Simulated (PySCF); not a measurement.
PySCF job for H6MgOSi2, SMILES [SiH3][O][Mg][SiH3], PBE/pcSseg-1. The structure is a stationary point at ωB97X-D3(BJ)/def2-SVP. The structure was generated by enumeration; whether it is a known compound was not checked. Other conformers were not sampled.

```python
import numpy as np
from pyscf import gto, scf, dft
from pyscf.prop.nmr import rks as nmr

mol = gto.M(
    atom='''
    Mg    0.00000000   -0.00000000    0.54964904
    Si   -0.00000000    0.00000000    3.08688351
    H    -0.82361265   -1.11507837    3.65611110
    H    -0.55387987    1.27080866    3.65611111
    H     1.37749251   -0.15573030    3.65611111
    O    -0.00000000    0.00000000   -1.25240283
    Si    0.00000000   -0.00000000   -2.88940959
    H    -1.17774210    0.74640652   -3.43651134
    H    -0.05753596   -1.39315785   -3.43651134
    H     1.23527806    0.64675132   -3.43651134
    ''',
    basis='pcSseg-1',
    charge=0,
    spin=0,
    max_memory=1600,
    verbose=3,
)
mf = dft.RKS(mol, xc='pbe')
mf.grids.level = 3
mf.conv_tol = 1e-10
mf.max_cycle = 100
mf.kernel()
n = nmr.NMR(mf)
n.verbose = 2
n.max_cycle_cphf = 60
sigma = n.kernel()
print('atom   isotropic/ppm   span/ppm')
for i, s in enumerate(sigma):
    w = np.linalg.eigvalsh((s + s.T) / 2)
    print(f'{mol.atom_symbol(i):2s}{i + 1:3d} {w.mean():14.3f} {w[2] - w[0]:11.3f}')
```

It prints:

```
converged SCF energy = -857.414950941169
atom   isotropic/ppm   span/ppm
Mg  1        494.034     314.975
Si  2        492.047      25.971
H   3         28.145       8.813
H   4         28.145       8.813
H   5         28.145       8.813
O   6        316.341       9.602
Si  7        382.424     156.630
H   8         25.856       8.216
H   9         25.856       8.216
H  10         25.856       8.216
```

The run converged.
